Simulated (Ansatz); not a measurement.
A made-up structure of MgAlBH4O, closed shell:

B1  (-1.041, 2.748, -0.501)
Mg2  (-0.250, 0.656, -0.121)
O3  (0.380, -1.007, 0.182)
Al4  (0.965, -2.546, 0.465)
H5  (-0.717, 3.701, 0.153)
H6  (0.216, -0.643, -1.147)
H7  (2.024, -3.190, -0.532)
H8  (0.462, -3.367, 1.731)
(Å)

It is relaxed with PBE-D4/def2-SVP and then PBE0-D4/def2-TZVP (Ansatz 0.2.0). Atoms count as bonded within 1.22 times the sum of their covalent radii (H–H: 0.88 Å). The end point is not checked to be a true minimum.

(1) Does its bonding change? (A judgement: the text doesn't fix the answer.)

Answers

(1) By the calculation: Yes. Formed: B1–Al4, B1–H8, Mg2–Al4, O3–H6; broken: Mg2–H6, Al4–H8.

Where it ends: The first stage lowers the energy by 5.50 eV in 59 steps. It ends as MgAlBH₄O ([BH2]1[Mg]2[OH][AlH]12):
```
8
angstrom
B -0.5945 0.3812 0.8870
Mg -0.3938 0.5301 -1.4344
O 0.9485 -1.0547 -1.3280
Al 0.7890 -1.1094 0.4719
H -0.2352 1.4307 1.3557
H 1.5177 -1.6412 -1.8327
H 1.7503 -2.2549 1.0232
H -1.7426 0.0705 1.0863
```

Labels in which every atom is bracketed show which atoms are joined, not bond orders.

For scale, one of the runs: PBE0-D4/def2-TZVP relaxation, 155 basis functions, launched by `ansatz run in.yaml --threads 2 --pin off --events-out ev --progress --plain --max-ram 4352MiB`. Hardware: 2 CPU threads of an AMD EPYC 9R45, shared host. Wall time about 12 s.
